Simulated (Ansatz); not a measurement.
Stepwise reaction of `[Cl][Sc]([Cl])[Cl]` with water, as a gas-phase model of exchange steps in deposition or etching. ΔE in kJ/mol; ΔG adds harmonic PBE0-D4 terms to CCSD(T)/CBS, at 1 bar.

Calculated with Ansatz (gas phase, PBE0-D4/def2-TZVP geometries, no zero-point term in ΔE). CBS: MP2 limit from def2 TZ/QZ plus the TZ coupled-cluster correction, frozen cores. This one scheme is used for every species. Functionals use def2-TZVPP. B3LYP here is the variant with VWN-RPA as its local correlation; programs differ in this. For Sc outer-core shells are correlated without core-valence functions, which leaves a few kJ/mol of doubt a bond. Scalar relativity is left out up to krypton. One conformer a species, not always the lowest.

| step | reaction | PBE-D4 | B3LYP-D4 | ωB97M-V | CCSD(T)/CBS | ΔG(600 K) |
| --- | --- | --- | --- | --- | --- | --- |
| 1 | `[Cl][Sc]([Cl])[Cl]` + H₂O → `[OH][Sc]([Cl])[Cl]` + HCl | 30.9 | 29.4 | 28.0 | 31.8 | 18.3 |
| 2 | `[OH][Sc]([Cl])[Cl]` + H₂O → `[OH][Sc]([OH])[Cl]` + HCl | 41.4 | 40.7 | 40.9 | 42.8 | 34.6 |
| 3 | `[OH][Sc]([OH])[Cl]` + H₂O → `[OH][Sc]([OH])[OH]` + HCl | 53.7 | 53.7 | 55.0 | 55.9 | 47.7 |

**Question.** By hand: ΔE of the 3 steps together at CCSD(T)/CBS.

**Answer.** (31.8) + (42.8) + (55.9) = 130.5 kJ/mol, or 43.5 kJ/mol a step.

In ΔE each step is higher than the one before. All are uphill at CCSD(T)/CBS. ΔG lies between 18.3 and 47.7 kJ/mol a step. PBE-D4 differs from CCSD(T)/CBS by -2.2 to -0.9 kJ/mol a step. Isolated molecules leave out the surface, adducts and barriers. Largest T1 diagnostic: 0.016.
